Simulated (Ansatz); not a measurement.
Consider the formal hydrolysis of the Sn–Si bond: `O[SiH2][SnH2][Cl]` + H₂O → `[OH][SnH2][Cl]` + `O[SiH3]`.

Computed with Ansatz on PBE0-D4/def2-TZVP structures; ΔE is electronic, products minus reactants. CCSD(T)/CBS is the MP2 limit (def2-TZVPP, def2-QZVPP) plus CCSD(T) − MP2 in def2-TZVPP, frozen cores. This one scheme is used for every species. Functionals use def2-TZVPP. B3LYP here is the variant with VWN-RPA as its local correlation; programs differ in this. Elements past krypton have def2 core potentials. For Sn outer-core shells are correlated without core-valence functions, which leaves a few kJ/mol of doubt a bond. One conformer a species, not always the lowest.

`O[SiH2][SnH2][Cl]`:

Cartesian coordinates in Å:
```
O -1.773 -0.792 0.565
Si -1.154 0.585 -0.077
Sn 1.360 0.099 -0.374
Cl 1.405 -1.818 1.028
H -1.138 -1.390 0.977
H -1.820 0.868 -1.371
H -1.323 1.758 0.821
H 1.931 -0.466 -1.879
H 2.511 1.156 0.310
```

H₂O:

```xyz
3

O     0.361   -0.037    0.140
H     0.059   -0.225   -0.751
H    -0.420    0.261    0.611
```

`[OH][SnH2][Cl]`:

Cartesian coordinates in Å:
```
O 0.488 1.110 -0.957
Sn -0.425 -0.210 0.154
Cl 1.086 -1.947 0.510
H 1.334 1.394 -0.602
H -0.776 0.431 1.690
H -1.707 -0.778 -0.796
```

`O[SiH3]`:

Z-matrix (Å, degrees):
```
Si
O 1 1.648
H 1 1.489 2 111.7
H 1 1.489 2 111.7 3 120.9
H 1 1.481 2 105.9 3 -119.6
H 2 0.957 1 117.9 3 -60.5
```

| level | ΔE (kJ/mol) | difference from CCSD(T)/CBS |
| --- | --- | --- |
| PBE-D4 | 19.6 | 12.8 |
| r2SCAN-D4 | 7.4 | 0.6 |
| PBE0-D4 | 19.3 | 12.5 |
| B3LYP-D4 | 8.0 | 1.2 |
| ωB97X-V | 1.0 | -5.8 |
| ωB97M-V | 5.3 | -1.5 |
| PBE | 14.1 | 7.3 |
| HF/def2-QZVPP | -20.0 | -26.8 |
| MP2/def2-QZVPP | 4.0 | -2.8 |
| SCS-MP2/def2-QZVPP | -4.7 | -11.5 |
| CCSD(T)/CBS | 6.8 | 0 |

Largest T1 diagnostic among the species: 0.013.

The D4 term adds +9.1 kJ/mol with B3LYP and +5.1 kJ/mol with PBE0; it sums over pairs of atoms, weighted by their polarisabilities, and B3LYP, whose exchange is more repulsive, gets the larger term. In def2-TZVPP, CCSD(T) changes the Hartree–Fock value by +20.3 kJ/mol (the triples alone add +1.4 kJ/mol) and MP2 by +20.2 kJ/mol.
